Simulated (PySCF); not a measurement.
Harmonic spectrum computed at PBE0 in the def2-TZVP basis family (core potentials from Rb on, PySCF, no spin–orbit coupling):

```
ω (cm⁻¹)  IR (km/mol)
     184         17.5
     368         85.0
    1059          152
```

Question: Which molecule gave it? In each, all ligands are bound to the one heavy central atom.
A. ClWN (triplet)
B. ClTiN (singlet)
C. ClMoN (triplet)
D. ClZrN (singlet)
E. ClHfN (singlet)

Answer: D. It has Cs symmetry with Zr–Cl 2.410 Å, Zr–N 1.689 Å.
